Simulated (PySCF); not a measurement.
**Correlation energy of Hg³⁺ (mercury, charge +3)**

[Xe] 4f14 5d9, 2D determinant. Calculation: PySCF 2.14, in aug-cc-pwCVDZ-PP with ECP60MDF; scalar relativity through the core potential. Frozen: 5s2 5p6; 9 electrons correlated.

```
  level  correlation energy (mhartree)
   CCSD                        -226.30
    (T)                          -3.13
CCSD(T)                        -229.43
```

Diagnostics: T1 = 0.0018, D1 = 0.0050, largest double amplitude 0.026.

Question: Is a single reference adequate?

Answer: Yes, within this model without spin-orbit coupling: T1 lies below 0.03 and no double amplitude reaches 0.07.
